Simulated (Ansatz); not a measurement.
`[CH3][AlH][C]#N` + HI → `[CH3][AlH][I]` + `C#N`  (ligand exchange at the Al–C bond)

Program: Ansatz. Geometries: PBE0-D4/def2-TZVP. ΔE: electronic, gas phase. CCSD(T)/CBS adds triple-zeta CCSD(T) − MP2 to the extrapolated MP2 energy (def2 sets, frozen cores). This one scheme is used for every species. Functionals use def2-TZVPP. B3LYP here is the variant with VWN-RPA as its local correlation; programs differ in this. Elements past krypton have def2 core potentials. For I outer-core shells are correlated without core-valence functions, which leaves a few kJ/mol of doubt a bond.

CCSD(T)/CBS gives -88.0 kJ/mol.

Problem. Another level gave -78.7 kJ/mol. Which?
A. B3LYP/def2-TZVPP
B. r2SCAN0/def2-TZVPP
C. LC-ωPBE/def2-TZVPP
D. RPA@PBE/def2-TZVPP

Solution. A. B3LYP -78.7, LC-ωPBE -84.0, RPA@PBE/def2-TZVPP -73.8, r2SCAN0 -89.4 kJ/mol.

Largest T1 diagnostic among the species: 0.014.

From BLYP to BHLYP (50 % exact exchange), in def2-TZVPP and without D4, ΔE moves by −7.5 kJ/mol. Leaving LDA and LC-ωPBE aside and taking each functional with its dispersion term where it has one, the values, not all of them listed here, spread over 15.8 kJ/mol, from PBE-QIDH to B97M-V. At CCSD(T), def2-SVP lies +5.5 kJ/mol from the extrapolated value and def2-TZVPP +6.5 kJ/mol.
